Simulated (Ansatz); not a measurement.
Reaction (SMILES): [SiH3]OCCO[SiH3] -> C[Si](C)(O)[SiH2]O
Structures are relaxed separately at B3LYP-D3(BJ)/def2-TZVP in Ansatz (a program for electronic structure), one conformer each, not searched for the lowest. Frequencies are from Ansatz.

Property: isomerisation energy (enthalpy at 298 K, with B3LYP-D3(BJ) rigid-rotor harmonic-oscillator terms), in kcal/mol. Valence correlation only, unless marked. No spin-orbit coupling. Non-relativistic. CBS marks a two-point X^-3 extrapolation of the correlation energy; Hartree-Fock from the larger set.

CCSD(T)/CBS(cc-pV(T+d)Z,cc-pV(Q+d)Z) (Ansatz) gives -47.7 kcal/mol.

**Question.** Another calculation gave -43.1 kcal/mol. Which level was it?
A. r2SCAN0/def2-TZVPD (Ansatz)
B. B2PLYP/def2-TZVPD (Ansatz)
C. BHLYP/def2-TZVPD (Ansatz)

**Answer.** B, B2PLYP/def2-TZVPD (Ansatz). The others give -47.2 (r2SCAN0), -39.9 (BHLYP) kcal/mol.
